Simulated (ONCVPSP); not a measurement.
# Transferability test, ONCV potential for nitrogen (N)

* Element: N
* Generator: ONCVPSP 4.0.1
* Type: optimised norm-conserving Vanderbilt (ONCV)
* Functional: LDA (Perdew-Zunger)
* Relativity: scalar-relativistic
* Frozen core: [He]
* Valence charge: 5
* Reference configuration: 2s2 2p2.75 (charge +0.25)
* Partial waves: 2s: rc 1.00 bohr, ncon 4, nbas 9, qcut 6.1 1/bohr, 2 projectors, debl 2.1 Ha; 2p: rc 2.05 bohr, ncon 4, nbas 8, qcut 7.4 1/bohr, 2 projectors, debl 2.5 Ha; d scattering state at 0.1 Ha: rc 1.85 bohr, ncon 5, nbas 8, qcut 6.7 1/bohr, 2 projectors, debl 3.1 Ha
* Local potential: polynomial inside 0.80 bohr (lpopt 4, dvloc0 4 Ha)
* Core correction: Teter function fitted to the true core (icmod 2), fcfact 0.2

Energies are relative to the spin-unpolarised reference configuration 2s2 2p2.75; without spin polarisation the order of configurations can differ from experiment.

```csv
valence configuration,charge,ΔE all-electron (eV),error AE − PS (meV)
2s2 2p3,0,-2.187,+1.9
2s2 2p2,+1,11.545,+39
2s2 2p1,+2,40.515,+395
```

(1) What are ΔE and the potential's error for 2s1 2p3?

Levels in the configuration 2s2 2p3:

```tsv
level	all-electron (eV)	pseudo (eV)
2s	-18.423	-18.419
2p	-7.242	-7.255
```

Results:

(1) ΔE = 22.998 eV all-electron; the error (AE − PS) is -46 meV.
